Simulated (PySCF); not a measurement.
## Fractional electron number in As⁺ (arsenic, charge +1)

The 4p alpha orbital of [Ar] 3d10 4s2 4p2 is emptied in steps (occupation f), with all orbitals relaxed, ending at [Ar] 3d10 4s2 4p1. Calculation: PySCF 2.14, in jorge-DZP-DKH (8s6p2d1f, 43 functions); scalar relativity by spin-free X2C-1e. The exact energy is a straight line in f; departures are measured from the line between the end points of the same method.

| f | UHF (eV) | LDA (eV) | PBE (eV) | PBE0 (eV) | r2SCAN (eV) | LC-wPBE (eV) | BHandHLYP (eV) | wB97X (eV) | HSE06 (eV) | r2SCAN0 (eV) |
| --- | --- | --- | --- | --- | --- | --- | --- | --- | --- | --- |
| 1 | 0.000 | 0.000 | 0.000 | 0.000 | 0.000 | 0.000 | 0.000 | 0.000 | 0.000 | 0.000 |
| 0.9 | 0.032 | -0.413 | -0.402 | -0.293 | -0.380 | -0.050 | -0.193 | -0.077 | -0.331 | -0.279 |
| 0.7 | 0.075 | -0.966 | -0.938 | -0.681 | -0.879 | -0.113 | -0.451 | -0.179 | -0.772 | -0.645 |
| 0.5 | 0.088 | -1.152 | -1.116 | -0.808 | -1.035 | -0.131 | -0.536 | -0.214 | -0.918 | -0.758 |
| 0.3 | 0.074 | -0.968 | -0.936 | -0.676 | -0.857 | -0.106 | -0.449 | -0.182 | -0.770 | -0.626 |
| 0.1 | 0.031 | -0.414 | -0.400 | -0.288 | -0.362 | -0.043 | -0.192 | -0.079 | -0.329 | -0.264 |
| 0 | 0.000 | 0.000 | 0.000 | 0.000 | 0.000 | 0.000 | 0.000 | 0.000 | 0.000 | 0.000 |

```
   method  E(f=0) − E(f=1) (eV)  −ε at f=1 (eV)  −ε at f=0.5 (eV)
      UHF                17.947          18.308            17.943
      LDA                18.597          14.009            18.592
      PBE                18.422          13.955            18.430
     PBE0                18.486          15.230            18.503
   r2SCAN                18.654          14.423            18.718
  LC-wPBE                18.560          18.003            18.581
BHandHLYP                18.375          16.224            18.379
    wB97X                18.266          17.414            18.259
    HSE06                18.482          14.803            18.488
  r2SCAN0                18.661          15.546            18.718
```

Orbital energy along the path (eV):

| f | UHF | LDA | PBE | PBE0 | r2SCAN | LC-wPBE | BHandHLYP | wB97X | HSE06 | r2SCAN0 |
| --- | --- | --- | --- | --- | --- | --- | --- | --- | --- | --- |
| 1 | -18.308 | -14.009 | -13.955 | -15.230 | -14.423 | -18.003 | -16.224 | -17.414 | -14.803 | -15.546 |
| 0.9 | -18.233 | -14.919 | -14.847 | -15.887 | -15.292 | -18.125 | -16.656 | -17.585 | -15.541 | -16.191 |
| 0.7 | -18.086 | -16.749 | -16.637 | -17.199 | -17.021 | -18.359 | -17.519 | -17.922 | -17.016 | -17.469 |
| 0.5 | -17.943 | -18.592 | -18.430 | -18.503 | -18.718 | -18.581 | -18.379 | -18.259 | -18.488 | -18.718 |
| 0.3 | -17.803 | -20.441 | -20.217 | -19.792 | -20.352 | -18.783 | -19.235 | -18.601 | -19.956 | -19.911 |
| 0.1 | -17.667 | -22.285 | -21.984 | -21.055 | -21.898 | -18.956 | -20.085 | -18.961 | -21.411 | -21.028 |
| 0 | -17.601 | -23.197 | -22.853 | -21.671 | -22.641 | -19.025 | -20.510 | -19.153 | -22.121 | -21.557 |

Reference removal energy between the ground levels: 18.589 eV (measured; NIST Atomic Spectra Database, ionization energies). The calculation has no spin-orbit coupling. UHF lacks correlation.
